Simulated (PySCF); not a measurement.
Molfile (atoms numbered from 1):
```
C6H7F3Si
     RDKit          3D

 17 17  0  0  0  0  0  0  0  0999 V2000
    4.5610    1.0049    0.4038 F   0  0  0  0  0  0  0  0  0  0  0  0
    4.0448   -0.2245    0.3361 C   0  0  0  0  0  0  0  0  0  0  0  0
    4.6507   -0.8593   -0.6694 F   0  0  0  0  0  0  0  0  0  0  0  0
    4.3678   -0.8596    1.4654 F   0  0  0  0  0  0  0  0  0  0  0  0
    2.5959   -0.1815    0.1451 C   0  0  0  0  0  0  0  0  0  0  0  0
    1.3964   -0.1361   -0.0130 C   0  0  0  0  0  0  0  0  0  0  0  0
   -0.0463   -0.0605   -0.1543 C   0  0  0  0  0  0  0  0  0  0  0  0
   -0.6542    1.3766   -0.1328 C   0  0  0  0  0  0  0  0  0  0  0  0
   -2.1877    0.6055    0.6783 Si  0  0  0  0  0  4  0  0  0  0  0  0
   -0.8739   -0.7306    0.9872 C   0  0  0  0  0  0  0  0  0  0  0  0
   -0.3177   -0.5407   -1.1106 H   0  0  0  0  0  0  0  0  0  0  0  0
   -0.6843    1.8964   -1.0995 H   0  0  0  0  0  0  0  0  0  0  0  0
   -0.1118    2.0069    0.5897 H   0  0  0  0  0  0  0  0  0  0  0  0
   -3.2403    0.1959   -0.2998 H   0  0  0  0  0  0  0  0  0  0  0  0
   -2.8262    1.2913    1.8403 H   0  0  0  0  0  0  0  0  0  0  0  0
   -1.0700   -1.8041    0.8669 H   0  0  0  0  0  0  0  0  0  0  0  0
   -0.3804   -0.5684    1.9587 H   0  0  0  0  0  0  0  0  0  0  0  0
  1  2  1  0
  2  3  1  0
  2  4  1  0
  2  5  1  0
  5  6  3  0
  6  7  1  0
  7  8  1  0
  8  9  1  0
  9 10  1  0
 10  7  1  0
  7 11  1  0
  8 12  1  0
  8 13  1  0
  9 14  1  0
  9 15  1  0
 10 16  1  0
 10 17  1  0
M  END
```

Theoretical values (PySCF 2.14.0 with density-fitted response routines): structure optimised with PBE0-D3(BJ)/def2-SVP, shielding tensors at PBE/pcSseg-1 (GIAO). Isolated molecule, one conformer, averaged over atoms made equivalent by symmetry, fast rotation or ring inversion, non-relativistic.

δ = σ(ref) − σ, references computed at the same level: TMS for 13C and 1H and 29Si; 19F against CFCl3.

```tsv
atoms	nucleus	count	δ (ppm)
H13/H17	1H	2	?
Si9	29Si	1	-34.6
C5	13C	1	?
C8/C10	13C	2	20.6
H12/H16	1H	2	1.55
C2	13C	1	?
C7	13C	1	28.8
H14	1H	1	?
H11	1H	1	3.26
H15	1H	1	4.82
C6	13C	1	96.5
F1/F3/F4	19F	3	-76.7
```

Q: Fill in the missing shifts.

A: 
- C2: 124.6 ppm, CF3 carbon; 3 electronegative neighbours deshield it
- C5: 74.2 ppm, alkyne carbon; sp carbons lie upfield of alkene carbons because the cylindrical π system leaves one tensor component strongly shielded
- H14: 4.77 ppm, hydrogen on a silicon bonded to 2 C, in a 4-membered ring
- H13/H17: 1.59 ppm, hydrogen on an sp3 CH2 bonded to Si

Shifts are as computed. Against solution values, carbons near 30 ppm lie about +2 ppm off and those near 130 ppm about +2 ppm. Of 1211 compounds with measured shifts, 218 miss one by over three times the rms of a fit or turn the order of signals round; such compounds aren't used in these exercises. Unscaled 19F shifts against computed CFCl3 carry errors that often reach 10 to 50 ppm.
